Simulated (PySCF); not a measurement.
## Magnetisability: `[C@H](C(C#C)=C)(C=C)OC`, C8H10O

Geometry:
```csv
atom,x (Å),y (Å),z (Å)
C1,2.719,0.973,1.075
C2,1.892,0.381,0.438
C3,0.881,-0.300,-0.281
C4,1.152,-1.196,-1.225
C5,-0.548,0.100,0.077
C6,-0.902,1.284,-0.780
C7,-0.727,2.539,-0.415
O8,-1.483,-0.928,-0.180
C9,-1.449,-1.972,0.757
H10,3.460,1.482,1.616
H11,2.163,-1.461,-1.482
H12,0.356,-1.689,-1.757
H13,-0.579,0.381,1.143
H14,-1.291,1.018,-1.752
H15,-0.960,3.358,-1.073
H16,-0.333,2.799,0.554
H17,-2.223,-2.677,0.460
H18,-1.662,-1.603,1.768
H19,-0.477,-2.480,0.766
```

Computed with PySCF 2.14.0, GIAO B97-2/pcSseg-1 magnetisability, rotational g tensor and spin-rotation constants, non-relativistic, gas phase. Geometry: GFN2-xTB.

(1) What are the magnetisability and the molar susceptibility?

(2) Split it along the inertial axes a, b, c into diamagnetic and paramagnetic parts about the centre of mass, with the quadrupole moment.

(3) And the rotational g tensor?

Answers

(1) Isotropic -1305 × 10⁻³⁰ J/T², or -78.6 × 10⁻⁶ cm³/mol; principal values -1435, -1272, -1209 × 10⁻³⁰ J/T², anisotropy 202 × 10⁻³⁰ J/T² (root of half the summed squared differences of the principal values). The susceptibility is in cgs units.

(2) 
```
axis  χ (10⁻⁶ cm³/mol)  diamagnetic (10⁻⁶ cm³/mol)  paramagnetic (10⁻⁶ cm³/mol)  summed x² of all electrons (Å²)  quadrupole Θ (D Å)
   a             -78.0                      -770.1                        692.1                            178.3               +1.71
   b             -79.9                      -975.4                        895.5                            129.9               -2.03
   c             -77.9                     -1307.3                       1229.4                             51.6               +0.32
```
Anisotropies 2χaa − χbb − χcc = +1.7 and 2χbb − χaa − χcc = -3.8 × 10⁻⁶ cm³/mol. Θ is traceless in Buckingham's convention.

(3) 
| axis | rotational constant (GHz) | g | nuclear part | electronic part |
| --- | --- | --- | --- | --- |
| a | 1.8849 | -0.0135 | 0.5994 | -0.6129 |
| b | 1.3974 | -0.0073 | 0.5806 | -0.5879 |
| c | 1.0073 | -0.0069 | 0.5749 | -0.5817 |

Asymmetric top; isotopes 12C, 1H, 16O; no vibrational averaging.
